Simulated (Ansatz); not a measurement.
`BC(F)F` + `N=C(N)F` → `BNC(=N)F` + difluoromethane at 700 K and 1 bar (ligand exchange at a B–C bond).

Calculated with Ansatz (gas phase, PBE0-D4/def2-TZVP geometries, no zero-point term in ΔE). CCSD(T)/CBS is the MP2 limit (def2-TZVPP, def2-QZVPP) plus CCSD(T) − MP2 in def2-TZVPP, frozen cores. This one scheme is used for every species. Each species was taken in one conformer, which may not be the lowest.

```csv
species,CCSD(T)/CBS energy (Eh),H − E (kJ/mol),S (J/(mol·K))
`BC(F)F`,-264.18920,162.9,365.4
`N=C(N)F`,-249.04648,182.9,349.4
`BNC(=N)F`,-274.46558,228.9,399.4
`FCF`,-238.82660,120.2,293.9
```

H − E and S are ideal-gas, rigid-rotor, harmonic terms from PBE0-D4/def2-TZVP, for one conformer and one mirror image of each species. 1 Eh = 2625.50 kJ/mol, R = 8.31446 J/(mol·K).

By hand: ΔE, ΔH, ΔS and ΔG.

ΔE = (-274.46558) + (-238.82660) − (-264.18920) − (-249.04648) = -0.05650 Eh = -148.3 kJ/mol. Δ(H − E) = 228.9 + 120.2 − 162.9 − 182.9 = 3.3, so ΔH = -145.0 kJ/mol. ΔS = 399.4 + 293.9 − 365.4 − 349.4 = -21.5 J/(mol·K). ΔG = -145.0 − 700 × (-21.5)/1000 = -129.9 kJ/mol.

By hand: the equilibrium constant, and the temperature at which ΔG would vanish if ΔH and ΔS stayed fixed.

log₁₀ K = −ΔG/(RT ln 10) = 9.7. ΔG = 0 at ΔH/ΔS = 6744 K, far beyond where these terms or the molecules hold.

ΔH outweighs TΔS. A doubt of 5 kJ/mol in ΔE shifts log₁₀ K by 0.4 here. Other conformers and mirror images would add mixing entropy, several J/(mol·K) or more a flexible species. These are equilibria of isolated gas molecules and say nothing of rates. Largest T1 diagnostic: 0.014 (customary marks: 0.02 for closed shells, 0.045 for open ones).
